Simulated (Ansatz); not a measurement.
Calculated with Ansatz (gas phase, PBE0-D4/def2-TZVP geometries, no zero-point term in ΔE). CCSD(T)/CBS is the MP2 limit (def2-TZVPP, def2-QZVPP) plus CCSD(T) − MP2 in def2-TZVPP, frozen cores. DFT in def2-TZVPP. Each species was taken in one conformer, which may not be the lowest.

Consider the cleavage of the B–Si bond: `B[SiH](B)CF` + `CCCO` → `BOCCC` + `B[SiH2]CF`.

```tsv
level	ΔE (kcal/mol)
B2PLYP	-41.8
SCS-MP2/def2-TZVPP	-42.0
```

Task: What does CCSD(T)/CBS give? (Best estimate.)

Result: The calculation gave: -40.0 kcal/mol. The listed levels differ from it by -1.8, -2.0 kcal/mol.

Largest T1 diagnostic among the species: 0.014.

In def2-TZVPP, CCSD(T) changes the Hartree–Fock value by +2.3 kcal/mol (the triples alone add +0.0 kcal/mol) and MP2 by +0.9 kcal/mol.
